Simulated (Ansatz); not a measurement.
Calculated with Ansatz (gas phase, PBE0-D4/def2-TZVP geometries, no zero-point term in ΔE). CBS: MP2 limit from def2 TZ/QZ plus the TZ coupled-cluster correction, frozen cores. DFT in def2-TZVPP. Each species was taken in one conformer, which may not be the lowest.

Consider the isomerisation: `CC1(O)CCCC1` → `CCCCC(C)=O`.

| level | ΔE (kcal/mol) |
| --- | --- |
| revPBE | -5.3 |
| LC-ωPBE | 3.4 |

Task: What does CCSD(T)/CBS give? (Best estimate.)

Result: Ansatz gave: +2.6 kcal/mol. The listed levels differ from it by -7.9, 0.8 kcal/mol.

Largest T1 diagnostic among the species: 0.012.

From BLYP to BHLYP (50 % exact exchange), in def2-TZVPP and without D4, ΔE moves by +6.8 kcal/mol. The D4 term adds +2.4 kcal/mol with B3LYP and +1.2 kcal/mol with PBE0; it sums over pairs of atoms, weighted by their polarisabilities, and B3LYP, whose exchange is more repulsive, gets the larger term. Leaving LDA and LC-ωPBE aside and taking each functional with its dispersion term where it has one, the values, not all of them listed here, spread over 9.8 kcal/mol, from BLYP-D4 to PBE-QIDH. LDA lies +9.2 kcal/mol from PBE without D4.

B3LYP here is the variant with VWN-RPA as its local correlation; programs differ in this.

CCSD(T)/CBS has its own doubt, a few kJ/mol and more with outer-core shells, so smaller differences from it don't rank the levels.
